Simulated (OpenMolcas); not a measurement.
## Computed transition rates of Te⁴⁺

| Quantity | Value |
| --- | --- |
| Program | OpenMolcas 26.06 |
| Method | MS-CASPT2, IPEA 0.25 Eh, imaginary shift 0.1 Eh (closed shells correlated: 4d) |
| Basis | ANO-RCC-VTZP [7s6p4d2f1g] |
| Scalar Hamiltonian | DKH2, point nucleus |
| Active space | 2 electrons in 8 orbitals (5s 5p 6s 6p) |
| State averaging | 2S+1 = 3 even, 3 roots; 2S+1 = 1 even, 7 roots; 2S+1 = 3 odd, 3 roots; 2S+1 = 1 odd, 3 roots |
| Spin-orbit coupling | state interaction with AMFI integrals over the reference wave functions, term energies averaged over their components |

Rates come from the transition moments of the reference wave functions (E1 and E2 in the length form). At fixed line strength A goes as λ^-3 for E1 and M1 and as λ^-5 for E2, so a rate at the computed wavelength can be rescaled to the measured one. Measured vacuum wavelengths follow from level energies in Moore, Atomic Energy Levels, vol. III, NSRDS-NBS 35 (1971 reprint of NBS Circular 467, 1958). Branching counts decays inside the model space alone, at computed energies, and the table is only a selection of the E1 lines, drawn from those between levels with measured partners whose computed energy lies within a factor of 1.5 of the measured one.

```csv
Upper,Lower,Type,λ computed (nm),λ measured (nm),A computed (s-1),A rescaled (s-1),Branching %
5p2 3P0,5s 5p 1P* 1,E1,150.6,154.9,4.37e+07,,0.8
5p2 1D2 [59 %],5s 5p 1P* 1,E1,137.4,140.7,1.05e+09,9.78e+08,28.5
5p2 3P2 [59 %],5s 5p 1P* 1,E1,122.1,123.6,1.38e+09,,27.9
```

Spin-changing lines and M1 lines between different terms are not rescaled, since their strength hangs on the term gaps too.

The largest correction is for 5p2 1D2 [59 %] → 5s 5p 1P* 1 (E1): 1.05e+09 × (137.4 / 140.7)^3 = 9.78e+08 s-1, a factor of 0.93.

The computed rate and branching of 5p2 1D2 [59 %] → 5s 5p 1P* 1 give the upper level a radiative lifetime of 0.285 / 1.05e+09 s-1 = 2.71e-10 s, counting decays inside the model space alone.

No measured rate stands beside these. Rescaling mends the energy factor alone: line strengths can still be far off where a level mixes with configurations outside the active space, and weak or spin-changing lines hang on small mixing coefficients that depend on the term gaps too, so rescaling need not improve them.

CASPT2 does not keep the components of a term degenerate, so their means are used; among the terms shown or strongly mixed into the levels shown the widest spread is 29 cm-1 (5p2 1D). Over all roots computed the reference weight is 0.88 to 0.95; the roots of lowest weight are the least certain, and an intruder state may touch them. Active for correlation alone: 6p 6s; no level in the range computed is led by a configuration that fills them, so any true level of that kind is missing. The ¹D term of p² mixes with s d, which this space lacks. Measured partners are found by configuration, term and J. A level has none where our copy of the source lacks it or the pairing is in doubt (some pairs that miss far off the trend of their configuration count as doubtful). Levels of configurations outside the active space are missing.

A share in square brackets marks a mixed level and gives the weight of the term that names it. * marks odd parity.
